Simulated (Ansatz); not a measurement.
Start from `O[SiH]1C[SiH2]O1` and change one atom or group to get `C1[SiH2]O[SiH2]1`.

Ansatz, PBE0-D4/def2-TZVP geometries, multiplicity 1. Each molecule was computed in one conformer, which needn't be the lowest.

| property | `O[SiH]1C[SiH2]O1` |
| --- | --- |
| HOMO–LUMO gap (PBE/def2-TZVPP) / eV | 5.93 |
| LUMO energy (ωB97M-V/def2-TZVPP) / eV | 1.64 |
| LUMO energy (PBE0/def2-TZVPP) / eV | -0.02 |
| HOMO energy (ωB97M-V/def2-TZVPP) / eV | -10.26 |
| HOMO–LUMO gap (PBE0/def2-TZVPP) / eV | 8.05 |
| HOMO energy (PBE0/def2-TZVPP) / eV | -8.07 |

(1) Give the same properties after the change, and the shifts. (Best estimate.)

## Answers

(1) The calculation gave: 
```csv
property,`C1[SiH2]O[SiH2]1`,shift
HOMO–LUMO gap (PBE/def2-TZVPP) / eV,5.77,-0.16
LUMO energy (ωB97M-V/def2-TZVPP) / eV,1.23,-0.41
LUMO energy (PBE0/def2-TZVPP) / eV,-0.44,-0.42
HOMO energy (ωB97M-V/def2-TZVPP) / eV,-10.45,-0.19
HOMO–LUMO gap (PBE0/def2-TZVPP) / eV,7.83,-0.22
HOMO energy (PBE0/def2-TZVPP) / eV,-8.27,-0.20
```

With PBE0 the HOMO falls by 0.20 eV and the LUMO falls by 0.42 eV, so the gap narrows by about 0.22 eV. PBE moves the HOMO by -0.27 eV and ωB97M-V by -0.19 eV.
